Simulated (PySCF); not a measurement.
Ligand exchange on a metal centre used in film growth or etching (Zn Cl-F). Gas-phase values, no solvent.

The LUMO from two functionals at the same geometries (TPSS-D3(BJ)/def2-SVP), both in PySCF: PBE-D3(BJ)/def2-TZVP and TPSSh-D3(BJ)/def2-TZVP. 

```
species                              PBE-D3(BJ)/def2-TZVP (eV)
-----------------------------------  -------------------------
0 of 2 Cl replaced by F ([Zn(Cl)2])                      -2.71
1 of 2 Cl replaced by F                                  -2.84
2 of 2 Cl replaced by F ([Zn(F)2])                       -2.98
```

### Question
What does TPSSh-D3(BJ)/def2-TZVP give for each?

### Answer

- 0 of 2 Cl replaced by F ([Zn(Cl)2]): -2.17
- 1 of 2 Cl replaced by F: -2.27
- 2 of 2 Cl replaced by F ([Zn(F)2]): -2.38
Over these rows, drawn at random from the members with no instability flagged (it was tested for open shells, ions and some series alone), PBE minus TPSSh-D3(BJ): mean -0.57 eV, from -0.60 eV to -0.54 eV.
